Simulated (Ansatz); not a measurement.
Ansatz (a quantum-chemistry and plane-wave program) input:

Ansatz 0.2 input:
```yaml
crystal:
  periodic: [false, false, false]
  atoms:
    - {symbol: Al, position_ang: [0.00014859, -0.10214327, 0.06835206]}
    - {symbol: C, position_ang: [-0.00216366, 1.48733853, -0.99529469]}
    - {symbol: H, position_ang: [-0.73084970, 2.18583221, -0.57908772]}
    - {symbol: H, position_ang: [-0.27443525, 1.22291216, -2.01903874]}
    - {symbol: H, position_ang: [0.99752483, 1.92570497, -0.97157135]}
    - {symbol: F, position_ang: [0.00209004, -1.43673534, 0.96143213]}
basis:
  gaussian:
    orbitals: def2-TZVP
hamiltonian:
  xc: b3lyp
  dispersion: d3bj
total_charge: 1
phonons: {temperatures: {t_min: 298.15, t_max: 298.15, t_step: 100}}
```

**Question.** What final total energy does it print?

**Answer.** -382.05826 Eh (B3LYP-D3(BJ)/def2-TZVP). The basis has 117 functions. The run takes very roughly 40 core-seconds.

It need not be the lowest isomer of its formula.
